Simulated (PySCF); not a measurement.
**Excitation energy of Au²⁺ by level of theory**

Au²⁺ [Xe] 4f14 5d9 (2D) → Au²⁺ [Xe] 4f14 5d8 6s1 (4F), as a difference of total energies. All numbers are calculated (PySCF 2.14, scalar relativity through the core potential, in aug-cc-pVTZ-PP with one added diffuse shell each of s, p, d, f, g type with ECP60MDF (7s7p6d4f3g, 113 functions)). Correlated levels: valence: 5s2 5p6 frozen. The calculations carry no spin-orbit coupling.

```csv
method,excitation energy (eV)
UHF,3.665
LDA,3.771
PBE,3.721
PBE0,3.864
r2SCAN,3.482
r2SCANh,3.548
wB97X-V,4.269
r2SCAN0,3.646
MP2 (valence),4.205
SCS-MP2 (valence),4.413
```

Problem. How much does correlation contribute at MP2 (valence)?

Solution. 4.205 − (3.665) = 0.540 eV, measured against UHF.
